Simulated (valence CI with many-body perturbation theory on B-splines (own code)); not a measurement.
# How close is CI+MBPT for Xe⁴⁺?

Method: configuration interaction combined with many-body perturbation theory (CI+MBPT): four valence electrons over a frozen Dirac-Fock core [Kr] 4d10, radial functions for each j: 11 s, 11 p, 10 d, 8 f, 5 g, 2 h, with the one-electron correlation potential Σ1, the two-electron term Σ2, the three-electron term Σ3, Breit, model QED; selected CI, second order for the rest, scaled by the run's own slope (own B-spline code, finite nucleus).

Set against measurement, 46 paired levels are off by 473 cm⁻¹ on average, the worst by 2120. These come from a selection out of Saloman, J. Phys. Chem. Ref. Data 33, 765 (2004). Levels without a partner in it may be off by more. Among the levels kept, up to 540 cm⁻¹ of a level comes from second order outside the variational space, and about a tenth of that is noise between levels of different J, which matters for small intervals. 6 measured levels below the end of the list, from 169673 cm⁻¹ on, found no clear computed partner, and computed levels of the same name lie up to 2887 cm⁻¹ from them.

Measured levels: Saloman, J. Phys. Chem. Ref. Data 33, 765 (2004). Pairs share parity and J, and are chosen by configuration, term and nearness in energy; levels without a clear partner are left out. Energies in cm⁻¹ above the measured ground level.

Names give the largest LS component (configuration and term), which can be under half, so a name can repeat, a term be missing and a line seem to break the LS rules; names also repeat where a configuration has a term twice. Letters in brackets count levels of one name in rising energy.

```tsv
Computed label	Label in the source	Measured	Computed	Difference
5s2.5p2 3P_0	5s2 5p2 3P	0	0.0	0
5s2.5p2 3P_1	5s2 5p2 3P	9291.8	9276.4	-15
5s2.5p2 3P_2	5s2 5p2 3P	14126.7	14138.6	+12
5s2.5p2 1D_2	5s2 5p2 1D	28411.2	28443.2	+32
5s2.5p2 1S_0	5s2 5p2 1S	44470.4	44568.5	+98
5s.5p3 5S°_2	5s 5p3 5S°	92182.8	91780.0	-403
5s.5p3 3D°_1	5s 5p3 3D°	115286.3	115087.8	-198
5s.5p3 3D°_2	5s 5p3 3D°	116097	115881.3	-216
5s.5p3 3D°_3	5s 5p3 3D°	119919	119703.6	-215
5s.5p3 3P°_0	5s 5p3 3P°	133408.1	133245.7	-162
5s.5p3 3P°_1	5s 5p3 3P°	134575.2	134439.5	-136
5s.5p3 3P°_2	5s 5p3 3P°	134702.7	134593.9	-109
5s2.5p.5d 1D°_2	5s 5p3 1D°	145807	145742.3	-65
5s.5p3 3S°_1	5s 5p3 3S°	155518.1	156191.6	+674
5s2.5p.5d 3F°_2	5s2 5p(2P°) 5d 3F°	156506.8	156603.1	+96
5s2.5p.5d 3F°_3	5s2 5p(2P°) 5d 3F°	160630.4	160736.7	+106
5s2.5p.5d 3F°_4	5s2 5p(2P°) 5d 3F°	169799.4	169862.2	+63
5s2.5p.5d 3P°_2 [a]	5s2 5p(2P°) 5d 3P°	170987.6	171461.8	+474
5s2.5p.5d 3D°_1	5s2 5p(2P°) 5d 3D°	173071.7	173581.8	+510
5s2.5p.5d 3D°_2	5s2 5p(2P°) 5d 3D°	181004.3	181516.1	+512
5s2.5p.5d 3D°_3	5s2 5p(2P°) 5d 3D°	182167.2	182665.7	+498
5s2.5p.5d 3P°_0	5s2 5p(2P°) 5d 3P°	183025.2	183338.1	+313
5s2.5p.5d 3P°_1	5s2 5p(2P°) 5d 3P°	184147.6	184522.0	+374
4f.5s2.5p 3G_3 [a]	5s2 5p(2P°) 4f 3G	186746.7	187491.9	+745
4f.5s2.5p 3F_3	5s2 5p(2P°) 4f 3F	189663.8	190425.2	+761
4f.5s2.5p 3G_4	5s2 5p(2P°) 4f 3F	190644.7	191445.8	+801
4f.5s2.5p 3F_2	5s2 5p(2P°) 4f 3F	191603.5	192370.2	+767
5s2.5p.6s 3P°_0	5s2 5p(2P°) 6s 3P°	194033.1	194452.4	+419
5s2.5p.5d 1F°_3	5s2 5p(2P°) 5d 1F°	194138	194784.9	+647
5s2.5p.6s 3P°_1	5s2 5p(2P°) 6s 3P°	194232.9	194681.2	+448
5s2.5p.5d 1P°_1	5s2 5p(2P°) 5d 1P°	199959	200555.0	+596
4f.5s2.5p 3G_3 [b]	5s2 5p(2P°) 4f 1F	200010.2	200757.6	+747
4f.5s2.5p 3F_4	5s2 5p(2P°) 4f 3G	201545.2	202312.8	+768
4f.5s2.5p 3G_5	5s2 5p(2P°) 4f 3G	202281.8	203074.6	+793
4f.5s2.5p 3D_3	5s2 5p(2P°) 4f 3D	205758.8	206594.8	+836
4f.5s2.5p 3D_2	5s2 5p(2P°) 4f 3D	207366.7	208217.8	+851
5s2.5p.6s 3P°_2	5s2 5p(2P°) 6s 3P°	209068.9	209500.8	+432
4f.5s2.5p 3D_1	5s2 5p(2P°) 4f 3D	209310.7	210174.1	+863
5s2.5p.6s 1P°_1	5s2 5p(2P°) 6s 1P°	213040.2	213538.9	+499
4f.5s2.5p 1G_4	5s2 5p(2P°) 4f 1G	214317.7	215430.0	+1112
4f.5s2.5p 1D_2	5s2 5p(2P°) 4f 1D	216745.6	217849.8	+1104
5s2.5p.6p 3D_1	5s2 5p(2P°) 6p 3D	228064.9	228180.8	+116
5s2.5p.6p 3P_0	5s2 5p(2P°) 6p 3P	233999.3	233511.6	-488
5s2.5p.6p 3P_1 [a]	5s2 5p(2P°) 6p 3P	234455.6	234568.8	+113
5s2.5p.6p 3D_2	5s2 5p(2P°) 6p 3D	235178.9	235319.4	+140
5s2.5p.6p 3D_3	5s2 5p(2P°) 6p 3D	246208	248327.9	+2120
5s2.5p.6p 1S_0	5s2 5p(2P°) 6p 1S	259642.3	259951.5	+309
```

Over 46 excited levels the mean absolute difference is 473 cm⁻¹, the median 440 and the largest 2120. The comparison draws on a selection of the measured levels: 47 of the 180 computed ones have a partner in it, and others may be off by more.

These 6 measured levels below the end of the computed list are not counted above. Beside each stands the unpaired computed level of its name, or else the nearest of its J and parity; the gap is either an error of the method or a doubtful assignment.

```
Label in the source  J  Measured       Unpaired level  Computed
         5s 5p3 1P°  1    169673         5s.5p3 1P°_1    170150
 5s2 5p(2P°) 5d 1D°  2    185795  5s2.5p.5d 3P°_2 [b]    186262
  5s2 5p(2P°) 6p 1P  1    243216             5p4 3P_1    243026
  5s2 5p(2P°) 6p 3P  2    244821       5s2.5p.6p 3P_2    246350
  5s2 5p(2P°) 6p 3S  1    247810       5s2.5p.6p 3S_1    250697
  5s2 5p(2P°) 6p 1D  2    250557       5s2.5p.6p 1D_2    252925
```
